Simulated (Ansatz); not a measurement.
Pb2Se3. The state is a quintet with charge 0. Geometry PBE-D4/def2-SVP; atoms count from 1.

```xyz
5

Pb   -0.6419   -0.3259    2.2010
Pb    0.6512    0.2822   -2.1321
Se    0.4751   -1.7575   -0.2874
Se   -1.6606    0.5764   -0.3741
Se    1.1761    1.2249    0.5926
```

In the def2 sets Pb takes a core potential; there is no spin–orbit coupling. At PBE0-D4/def2-TZVP a singlet of charge 0 lies 3.66 eV below the quintet, each at its own geometry. The structure comes from a short search, and lower isomers may exist.

Q: Estimate the Mulliken populations from the PBE0/def2-TZVP orbitals of Ansatz.

A: 
```json
{"atom": "Pb1", "charge (e)": "0.27", "spin (α − β)": "0.69"}
{"atom": "Pb2", "charge (e)": "0.44", "spin (α − β)": "0.12"}
{"atom": "Se3", "charge (e)": "-0.21", "spin (α − β)": "1.09"}
{"atom": "Se4", "charge (e)": "-0.25", "spin (α − β)": "1.05"}
{"atom": "Se5", "charge (e)": "-0.25", "spin (α − β)": "1.04"}
```
Mulliken values and Mayer orders depend strongly on the basis.

Q: Where does the spin sit?

A: Summed by element: Pb 0.81, Se 3.19, of 4 unpaired in all. Largest on single atoms: Se3 1.09, Se4 1.05, Se5 1.04.

Q: And the Mayer bond orders between bonded heavy atoms (over 0.3)?

A: Pb1–Se3 0.34 (3.08 Å); Pb1–Se4 0.57 (2.91 Å); Pb1–Se5 0.60 (2.88 Å); Pb2–Se3 0.85 (2.76 Å); Pb2–Se4 0.60 (2.92 Å); Pb2–Se5 0.59 (2.93 Å). Values over 0.3 also appear between atoms too far apart for a bond (Se3–Se4 0.38 at 3.16 Å; Se3–Se5 0.38 at 3.19 Å; Se4–Se5 0.41 at 3.07 Å); they arise where an orbital or an unpaired electron spreads over both atoms.
